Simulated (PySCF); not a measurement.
# Working out the excitation energy of As

As [Ar] 3d10 4s2 4p3 (4S) → As [Ar] 3d10 4s1 4p3 5s1 (6S). Computed with PySCF 2.14 in aug-cc-pVTZ-DK (7s6p4d2f, 59 functions), with the spin-free X2C one-electron Hamiltonian (Gaussian nucleus). Frozen: [Ar] 3d10. Energies in hartree (1 hartree = 27.21139 eV):

```json
{"part": "UHF", "As (lower)": "-2259.014424", "As (upper)": "-2258.608323"}
{"part": "CCSD correlation", "As (lower)": "-0.085741", "As (upper)": "-0.034832"}
{"part": "(T)", "As (lower)": "-0.002931", "As (upper)": "-0.000691"}
```

Task: What does Hartree-Fock give?

Result: (-2258.608323) − (-2259.014424) = 0.406101 hartree = 11.051 eV.

Task: What do CCSD and CCSD(T) give?

Result: The CCSD correlation energies differ by 0.050909 hartree = 1.385 eV and the triples by 0.002240 hartree = 0.061 eV, so CCSD gives 12.436 eV and CCSD(T) 12.497 eV.

The upper state lies above the first ionisation limit, but in LS coupling its spin forbids autoionisation to the ground ion. A Rydberg-like electron needs more diffuse functions than a valence basis has.
